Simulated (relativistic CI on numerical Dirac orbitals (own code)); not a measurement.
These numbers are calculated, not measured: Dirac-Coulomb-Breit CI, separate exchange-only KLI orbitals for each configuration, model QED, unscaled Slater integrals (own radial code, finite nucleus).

Configuration list (outside the closed core [Ne]): 3s²3p⁶3d⁷, 3s²3p⁵3d⁸, 3s²3p⁴3d⁹, 3s3p⁶3d⁸, 3p⁶3d⁹, 3s3p⁵3d⁹, 3s²3p⁶3d⁶4s, 3s²3p⁶3d⁶4p, 3s²3p⁶3d⁶4d, 3s²3p⁶3d⁶4f, 3s²3p⁶3d⁵4s², 3s²3p⁵3d⁷4s, 3s²3p⁴3d⁸4s, 3s²3p⁶3d⁵4s4p, 3s²3p⁴3d⁸4p, 3s²3p⁵3d⁷4p, 3s²3p⁶3d⁶5s, 3s²3p⁶3d⁵4p², 3s²3p⁶3d⁶5p, 3s²3p⁶3d⁵4s4d, 3s²3p⁴3d⁸4d, 3s3p⁵3d⁸4s, 3s²3p⁶3d⁶5d, 3s²3p⁵3d⁷4d, 3s3p⁶3d⁷4s, 3s3p⁵3d⁸4p, 3s²3p⁶3d⁶5f, 3s²3p⁵3d⁶4s², 3s²3p⁶3d⁶5g, 3s3p⁶3d⁷4p, 3s²3p⁶3d⁶6s, 3s3p⁵3d⁸4d, 3p⁶3d⁸4s, 3s²3p⁶3d⁶6p, 3s²3p⁶3d⁶6d, 3p⁶3d⁸4p. Levels of other configurations are missing.

At this charge energies of transitions that change n are usually good to better than 1 %, and those within a shell (Δn = 0) to a few per cent. Terms inside the open d or f shell come out 10 to 20 % too wide with unscaled integrals.

Outline of the computed level scheme of Ru XX. Lowest level of each configuration: 3s²3p⁶3d⁷ ⁴F9/2 at 0.000 eV; 3s²3p⁵3d⁸ ⁴G°11/2 at 161.863 eV.

Some strong electric-dipole decays among the lowest 45 levels: 3s²3p⁵3d⁸ ⁴F°3/2 → 3s²3p⁶3d⁷ ⁴F5/2 (2.6e+11 s⁻¹); 3s²3p⁵3d⁸ ⁴D°7/2 → 3s²3p⁶3d⁷ ⁴F9/2 (2.4e+11 s⁻¹); 3s²3p⁵3d⁸ ⁴F°9/2 → 3s²3p⁶3d⁷ ⁴F9/2 (2.1e+11 s⁻¹); 3s²3p⁵3d⁸ ⁴D°5/2 → 3s²3p⁶3d⁷ ⁴F5/2 (2.0e+11 s⁻¹); 3s²3p⁵3d⁸ ⁴F°5/2 → 3s²3p⁶3d⁷ ⁴F7/2 (1.9e+11 s⁻¹); 3s²3p⁵3d⁸ ⁴D°5/2 → 3s²3p⁶3d⁷ ⁴F7/2 (1.7e+11 s⁻¹); 3s²3p⁵3d⁸ ⁴D°1/2 → 3s²3p⁶3d⁷ ⁴F3/2 (1.7e+11 s⁻¹); 3s²3p⁵3d⁸ ⁴D°7/2 → 3s²3p⁶3d⁷ ²G9/2 (1.7e+11 s⁻¹).

LS names give the leading component of a level, which can be under half, so a name can repeat, a term be missing and a line seem to break the LS rules.
